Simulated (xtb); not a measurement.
xtb input:

```bash
xtb mol.xyz --gfn 2 --ohess tight --chrg -1 --uhf 0
```
mol.xyz:
```
10

C     -1.80546764    -0.41904698    -0.00866299
Ge    -0.07652956     0.33619533    -0.09147711
C      1.65936994    -0.70830643     0.20583660
H     -1.88691364    -1.24453173    -0.81188918
H     -2.03508549    -0.89049658     0.96663580
H      0.28194037     0.98761966    -1.41981095
H      0.13212853     1.45320929     1.05383255
H      1.63530132    -1.22607517     1.21931904
H      2.55764527    -0.13799488     0.14190022
H      1.74903451    -1.52043886    -0.49068743
```

### Question
Which total energy does the run end on?

### Answer
-9.88194 Eh (GFN2-xTB).

It need not be the lowest isomer of its formula. Whether it binds its extra electron was not tested at this geometry.
